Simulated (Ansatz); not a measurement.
A CCSD(T) single point on C$_{2}$H$_{6}$ClInO$_{2}$, SMILES `C[O][In]([Cl])[O]C`.

```yaml
crystal:
  periodic: [false, false, false]
  atoms:
    - {symbol: C, position_ang: [-0.515583, -1.214511, 2.307174]}
    - {symbol: O, position_ang: [-0.276384, -1.882407, 1.087778]}
    - {symbol: In, position_ang: [0.082024, -0.885563, -0.562379]}
    - {symbol: Cl, position_ang: [0.456444, -1.996625, -2.549344]}
    - {symbol: O, position_ang: [0.083622, 1.082306, -0.553243]}
    - {symbol: C, position_ang: [0.414872, 1.839975, -1.693720]}
    - {symbol: H, position_ang: [-0.689605, -1.976372, 3.073040]}
    - {symbol: H, position_ang: [-1.400340, -0.567750, 2.268936]}
    - {symbol: H, position_ang: [0.335969, -0.602898, 2.628735]}
    - {symbol: H, position_ang: [1.491510, 2.044142, -1.737010]}
    - {symbol: H, position_ang: [0.126369, 1.360246, -2.637066]}
    - {symbol: H, position_ang: [-0.108888, 2.799465, -1.632890]}
basis:
  gaussian: {orbitals: def2-SVP}
correlation: {method: ccsd_t}
```

```sh
$ ansatz run in.yaml --threads 4 --pin off --events-out ev --progress --plain --max-ram 11315MiB
```

The program prints (abridged):

```
Functional definition: HF
1357 factors; integrals over basis functions are off by at most 1.3e-3 eV
mean field evaluation 1: about -23870.3892 eV, gradient 4.5e1 eV
mean field evaluation 2: about -23870.4166 eV, gradient 4.5e1 eV
mean field evaluation 4: about -23874.7236 eV, gradient 3.8e0 eV
mean field evaluation 8: about -23874.7690 eV, gradient 1.6e-4 eV
mean field -23874.76895015 eV, -877.3815760185 hartree, gradient 3.2e-6 eV, S^2 0.000000; 0 other end points of the search recorded, 0 dependent functions left out
13 core orbitals not correlated: weight in the atoms' cores, before any rotation towards them, 1.000 or more for the frozen orbitals, at most 0.000 for the correlated occupied ones
reference -23874.76895015 eV, -877.3815760185 hartree; 23, 23 occupied and 94, 94 virtual orbitals, 1357 factors
second order -23.74512684 eV of doubles, -0.00000000 eV of singles
cycle   1  -24.32083613 eV  change   -5.8e-1 eV  update   1.3e-1
cycle   2  -24.93790935 eV  change   -6.2e-1 eV  update   4.1e-2
cycle   3  -25.14029074 eV  change   -2.0e-1 eV  update   2.6e-2
cycle   4  -25.14059603 eV  change   -3.1e-4 eV  update   7.9e-3
cycle   5  -25.13425785 eV  change    6.3e-3 eV  update   3.9e-3
cycle   6  -25.13488196 eV  change   -6.2e-4 eV  update   1.4e-3
cycle   7  -25.13448888 eV  change    3.9e-4 eV  update   4.8e-4
cycle   8  -25.13436673 eV  change    1.2e-4 eV  update   1.5e-4
cycle   9  -25.13443080 eV  change   -6.4e-5 eV  update   5.6e-5
cycle  10  -25.13443513 eV  change   -4.3e-6 eV  update   2.0e-5
perturbative correction -0.66291253 eV, -0.0243615860 hartree
Total energy: -23900.56629781 eV, -878.3296110587 hartree
```

Hardware: 4 threads of an Arm Neoverse V2 on a shared host. Wall time 18 s, peak host memory 0.96 GiB.

MP2 recovers 92.0 % of the CCSD(T) correlation energy and the triples give 2.6 %; T1 = 0.0143.
